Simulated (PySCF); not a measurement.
ethylene (C₂H₄), singlet, geometry from GFN2-xTB; HF/6-31+G*, polarisability run with PySCF.

PySCF was given this input:
```python
from pyscf import gto, scf
from pyscf.prop import polarizability

mol = gto.M(
    atom='''
C    -0.01328681   -0.00656652    0.65800535
C     0.01328681    0.00656652   -0.65800535
H    -0.02089650    0.90169144    1.23822259
H    -0.02873771   -0.92622134    1.21982272
H     0.02873771    0.92622134   -1.21982272
H     0.02089650   -0.90169144   -1.23822259
''',
    basis='6-31+g*',
    verbose=4,
)

mf = scf.RHF(mol)
mf.kernel()
alpha = mf.Polarizability().polarizability()[2, 2]
print('alpha_zz =', alpha)
```

What the program printed (banner, timings and long lists left out):

```
site-packages/pyscf/prop/efg/rhf.py:45: UserWarning: Module EFG is under testing
  warnings.warn('Module EFG is under testing')
site-packages/pyscf/prop/efg/dhf.py:30: UserWarning: Module EFG is under testing
  warnings.warn('Module EFG is under testing')
site-packages/pyscf/prop/zfs/uhf.py:40: UserWarning: Module ZFS is under testing
  warnings.warn('Module ZFS is under testing')
site-packages/pyscf/prop/gtensor/uhf.py:43: UserWarning: Module g-tensor is under testing
  warnings.warn('Module g-tensor is under testing')
site-packages/pyscf/prop/gtensor/uks.py:41: UserWarning: Module g-tensor is under testing
  warnings.warn('Module g-tensor is under testing')
site-packages/pyscf/prop/hfc/uks.py:35: UserWarning: Module HFC is under testing
  warnings.warn('Module HFC is under testing')
site-packages/pyscf/prop/magnetizability/rhf.py:39: UserWarning: Module magnetizability is under testing
  warnings.warn('Module magnetizability is under testing')
site-packages/pyscf/prop/magnetizability/uhf.py:37: UserWarning: Module magnetizability is under testing
  warnings.warn('Module magnetizability is under testing')
site-packages/pyscf/prop/magnetizability/rks.py:37: UserWarning: Module magnetizability is under testing
  warnings.warn('Module magnetizability is under testing')
site-packages/pyscf/prop/magnetizability/uks.py:39: UserWarning: Module magnetizability is under testing
  warnings.warn('Module magnetizability is under testing')
site-packages/pyscf/prop/polarizability/uhf.py:34: UserWarning: Module polarizability is under testing
  warnings.warn('Module polarizability is under testing')
site-packages/pyscf/prop/polarizability/rks.py:29: UserWarning: Module polarizability is under testing
  warnings.warn('Module polarizability is under testing')
site-packages/pyscf/prop/polarizability/uks.py:29: UserWarning: Module polarizability is under testing
  warnings.warn('Module polarizability is under testing')
PySCF version 2.14.0

[INPUT] verbose = 4
[INPUT] num. atoms = 6
[INPUT] num. electrons = 16
[INPUT] charge = 0
[INPUT] spin (= nelec alpha-beta = 2S) = 0
[INPUT] symmetry False subgroup None
[INPUT] Mole.unit = angstrom
[INPUT] Symbol           X                Y                Z      unit          X                Y                Z       unit  Magmom
[...]
nuclear repulsion = 33.6665121477744
number of shells = 24
number of NR pGTOs = 78
number of NR cGTOs = 44
basis = 6-31+g*
ecp = {}

******** <class 'pyscf.scf.hf.RHF'> ********
method = RHF
initial guess = minao
damping factor = 0
level_shift factor = 0
DIIS = <class 'pyscf.scf.diis.CDIIS'>
diis_start_cycle = 1
diis_space = 8
diis_damp = 0
SCF conv_tol = 1e-09
SCF conv_tol_grad = None
SCF max_cycles = 50
direct_scf = True
direct_scf_tol = 1e-13
Set gradient conv threshold to 3.16228e-05
Initial guess from minao.
init E= -78.1873864170892
[...]
cycle= 1 E= -78.0155595981201  delta_E= 0.172  |g|= 0.225  |ddm|= 1.86
[...]
cycle= 2 E= -78.0340788062161  delta_E= -0.0185  |g|= 0.0555  |ddm|= 0.318
[...]
cycle= 3 E= -78.0353874888928  delta_E= -0.00131  |g|= 0.00898  |ddm|= 0.117
[...]
cycle= 4 E= -78.0354184402727  delta_E= -3.1e-05  |g|= 0.00233  |ddm|= 0.0107
[...]
cycle= 5 E= -78.0354217211518  delta_E= -3.28e-06  |g|= 0.000667  |ddm|= 0.00288
[...]
cycle= 6 E= -78.0354220878532  delta_E= -3.67e-07  |g|= 0.000118  |ddm|= 0.00141
[...]
cycle= 7 E= -78.0354221011856  delta_E= -1.33e-08  |g|= 7.62e-06  |ddm|= 0.000356
[...]
cycle= 8 E= -78.0354221012266  delta_E= -4.1e-11  |g|= 1.1e-06  |ddm|= 2.38e-05
[...]
Extra cycle  E= -78.0354221012275  delta_E= -8.81e-13  |g|= 3.89e-07  |ddm|= 2.45e-06
converged SCF energy = -78.0354221012275
Isotropic polarizability 23.8464160039
Polarizability anisotropy 16.5426715487
alpha_zz = 34.76308145075588
```
